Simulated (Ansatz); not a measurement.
`CNBS` → `BS` + `C=N`  (β-hydride elimination)

Calculated with Ansatz (gas phase, PBE0-D4/def2-TZVP geometries, no zero-point term in ΔE). CCSD(T)/CBS adds triple-zeta CCSD(T) − MP2 to the extrapolated MP2 energy (def2 sets, frozen cores). This one scheme is used for every species. DFT in def2-TZVPP. One conformer a species, not always the lowest.

| species | BHLYP energy (Eh) |
| --- | --- |
| `CNBS` | -519.56121 |
| `BS` | -424.86007 |
| `C=N` | -94.60852 |

Question: Work out ΔE.

Answer: ΔE = (-424.86007) + (-94.60852) − (-519.56121) = 0.09262 Eh = +243.2 kJ/mol. CCSD(T)/CBS gives +243.1 kJ/mol.

Question: What do rigid-rotor, harmonic-oscillator terms from PBE0-D4/def2-TZVP frequencies (298.15 K, 1 bar) make of the CCSD(T)/CBS value? (An estimate is asked.)

Answer: Ansatz gave: ΔZPE = -20.8 kJ/mol, ΔH = +225.7 kJ/mol, ΔS = 160 J/(mol·K), ΔG = +178.0 kJ/mol.

Largest T1 diagnostic among the species: 0.015.

From r2SCAN to r2SCAN0 (25 % exact exchange), in def2-TZVPP and without D4, ΔE moves by +9.4 kJ/mol. The D4 term adds +11.7 kJ/mol with B3LYP and +6.4 kJ/mol with PBE0; it sums over pairs of atoms, weighted by their polarisabilities, and B3LYP, whose exchange is more repulsive, gets the larger term. Leaving LDA and LC-ωPBE aside and taking each functional with its dispersion term where it has one, the values, not all of them listed here, spread over 37.9 kJ/mol, from BLYP-D4 to r2SCAN0-D4. LDA lies +57.0 kJ/mol from PBE without D4.

B3LYP here is the variant with VWN-RPA as its local correlation; programs differ in this.
